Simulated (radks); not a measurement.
Question: Species: In2+. Configuration: [Kr] 4d10 5s1. Calculated with a radial shooting solver on a logarithmic mesh with Libxc functionals: Dirac Kohn-Sham, PBEsol, spin-unpolarised, spherical densities, finite nucleus; Fermi nuclear charge, rms radius 4.6156 fm. Some entries of the table are withheld. Estimate them.

| orbital | occ. | eigenvalue (eV) | <1/r> (bohr^-1) | r(max) (bohr) |
|---|---|---|---|---|
| 1s1/2 | 2 | -27738.54 | 51.84 | 0.01922 |
| 2s1/2 | 2 | -4167.741 | 11.99 | 0.1088 |
| 2p1/2 | 2 | -3888.596 | (1) | 0.08385 |
| 2p3/2 | 4 | -3677.891 | (2) | 0.08828 |
| 3s1/2 | 2 | -805.3072 | 4.225 | 0.3159 |
| 3p1/2 | 2 | -692.6134 | 4.133 | (3) |
| 3p3/2 | 4 | -654.5559 | 3.940 | (4) |
| 3d3/2 | 4 | -455.0011 | 3.784 | 0.2564 |
| 3d5/2 | 6 | -447.2007 | 3.734 | 0.2594 |
| 4s1/2 | 2 | -137.5099 | 1.644 | 0.7699 |
| 4p1/2 | 2 | -100.6840 | (5) | 0.7992 |
| 4p3/2 | 4 | -94.0098 | (6) | 0.8242 |
| 4d3/2 | 4 | -37.0525 | 1.158 | 0.9253 |
| 4d5/2 | 6 | -36.1772 | 1.141 | 0.9354 |
| 5s1/2 | 1 | -23.6794 | 0.5531 | 2.038 |

Answer: 
(1) 2p1/2 <1/r> (bohr^-1): 11.98
(2) 2p3/2 <1/r> (bohr^-1): 11.19
(3) 3p1/2 r(max) (bohr): 0.3022
(4) 3p3/2 r(max) (bohr): 0.3123
(5) 4p1/2 <1/r> (bohr^-1): 1.525
(6) 4p3/2 <1/r> (bohr^-1): 1.462
